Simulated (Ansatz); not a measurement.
A series at Al: from `[SH][Al]([SH])[SH]`, ligands are replaced one by one, each step taking up HCl and setting free H₂S; n counts the steps. Ansatz, PBE0-D4/def2-TZVP geometries. Each molecule was computed in one conformer, which needn't be the lowest.

CBS adds triple-zeta CCSD(T) − MP2 to the MP2 limit, frozen cores; atoms without spin–orbit coupling. 

```
n              molecule  atomization energy, CCSD(T)/CBS (kJ/mol)
0  `[SH][Al]([SH])[SH]`                                    2122.6
1  `[SH][Al]([SH])[Cl]`                                    1854.1
2  `[SH][Al]([Cl])[Cl]`                                         ?
3  `[Cl][Al]([Cl])[Cl]`                                    1303.5
```

**Question.** By hand: fit a straight line y = ȳ + b (n − n̄) to the 3 given rows and predict n = 2.

**Answer.** n̄ = 1.333, ȳ = 1760.07; Σ(n − n̄)(y − ȳ) = -1275.67, Σ(n − n̄)² = 4.667, so b = -273.34 kJ/mol a step. Prediction: 1760.07 + (-273.34) × (0.667) = 1577.8 kJ/mol.

**Question.** By hand: compare with the computed value, 1581.0 kJ/mol, and give the steps along the whole series.

**Answer.** The line misses by 3.2 kJ/mol (computed minus predicted). Steps: -268.5, -273.1, -277.5 kJ/mol.

The steps differ by at most 9.0 kJ/mol, 3.3 % of a mean step, so the ligands' effects nearly add and a line is close. The miss is 0.4 % of the series' range. The energies themselves are unsure by some kJ/mol a bond, though much of that is common to the series.
